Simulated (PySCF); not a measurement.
C$_{4}$H$_{9}$FO$_{3}$Si: full NMR table

* Formula: C4H9FO3Si
* SMILES: CO[Si](F)(OC)C(C)=O
* Point group of the computed structure: C1
* Degrees of unsaturation: 1
* Carbon signals: 3
* Proton signals: 2

Bonds (- single, = double, # triple, : aromatic): C1-O2, O2-Si3, Si3-F4, Si3-O5, O5-C6, Si3-C7, C7-C8, C7=O9. C1 carries H10, H11, H12; C6 carries H13, H14, H15; C8 carries H16, H17, H18.

Calculated, not measured (PySCF 2.14.0 with density-fitted response routines): structure optimised with GFN2-xTB, σ from GIAO-PBE0/pcSseg-1. Gas phase, non-relativistic, single conformer, rapidly exchanging positions averaged.

Referencing at the same level of theory: ¹H and ¹³C and ²⁹Si against TMS; ¹⁹F vs CFCl3; ¹⁷O vs H2O.

```tsv
carbon	δC, type	δH (multiplicity)	HMBC from (2–3 bonds)	span of the C tensor (ppm)
C1/C6	54.3, CH3	4.08 (s)	–	81
C7	241.4, C	–	H16/H17/H18	242
C8	40.3, CH3	2.38 (s)	–	76
```

Other nuclei:
```csv
atoms,nucleus,environment,δ (ppm),σ (ppm)
F4,¹⁹F,fluorine bonded to Si,-165.5,336.5
Si3,²⁹Si,"silicon bonded to C, F, 2 O",-97.7,446.9
O9,¹⁷O,carbonyl oxygen,832.8,-496.7
O2/O5,¹⁷O,"oxygen bonded to C, Si",27.0,309.0
```

1. Carbon types of the structure: 1 × C, 3 × CH3, which accounts for all hydrogens.
2. δC 241.4: carbonyl carbon.
3. δC 54.3: methyl carbon bonded to O; deshielded by the electronegative neighbour.
4. δC 40.3: methyl carbon α to a carbonyl; α to the electron-withdrawing carbonyl group.
5. δH 4.08: hydrogen on a methyl carbon bonded to O; its carbon carries O, hence the downfield position.
6. δH 2.38: hydrogen on a methyl carbon α to a carbonyl; α to C=O.

Splittings by ¹⁹F in the carbon and heteronuclear signals aren't shown, as no couplings were computed. Shifts are as computed. Against solution values, carbons near 30 ppm lie about +3 ppm off and those near 130 ppm about +5 ppm. Of 1211 compounds with measured shifts, 218 miss one by over three times the rms of a fit or turn the order of signals round; such compounds aren't used in these exercises. Unscaled 19F shifts against computed CFCl3 carry errors that often reach 10 to 50 ppm. Unscaled 17O shifts of doubly bonded oxygen tend to come out too high, by tens of ppm or more. Experimental scales use liquid or dissolved standards, which lie at an offset from isolated H2O (liquid H2O: subtract about 36 ppm). Multiplicities follow the n + 1 count of equivalent neighbours, as no J values were calculated; m marks all less simple cases, F and P coupling included.
